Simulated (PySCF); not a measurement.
Fractional electron number in Pt⁺ (platinum, charge +1)

The 5d beta orbital of [Xe] 4f14 5d9 is emptied in steps (occupation f), with all orbitals relaxed, ending at [Xe] 4f14 5d8. Computed with PySCF 2.14 in def2-TZVP with the def2 core potential (60 electrons) (6s4p3d1f, 40 functions), with scalar relativity through the core potential. The exact energy is a straight line in f; departures are measured from the line between the end points of the same method.

```csv
f,PBE0 (eV),r2SCAN (eV)
1,0.000,0.000
0.9,-0.305,-0.382
0.7,-0.733,-0.921
0.5,-0.889,-1.151
0.3,-0.756,-0.991
0.1,-0.327,-0.431
0,0.000,0.000
```

```csv
method,E(f=0) − E(f=1) (eV),−ε at f=1 (eV),−ε at f=0.5 (eV)
PBE0,18.864,15.547,18.799
r2SCAN,18.809,14.600,18.617
```

Orbital energy along the path (eV):

| f | PBE0 | r2SCAN |
| --- | --- | --- |
| 1 | -15.547 | -14.600 |
| 0.9 | -16.094 | -15.372 |
| 0.7 | -17.384 | -16.832 |
| 0.5 | -18.799 | -18.617 |
| 0.3 | -20.264 | -20.605 |
| 0.1 | -21.757 | -22.616 |
| 0 | -22.515 | -23.619 |

Reference removal energy between the ground levels: 18.56 ± 0.12 eV (measured; NIST Atomic Spectra Database, ionization energies). The calculation has no spin-orbit coupling. The determinant left behind need not be the lowest term of the ion.
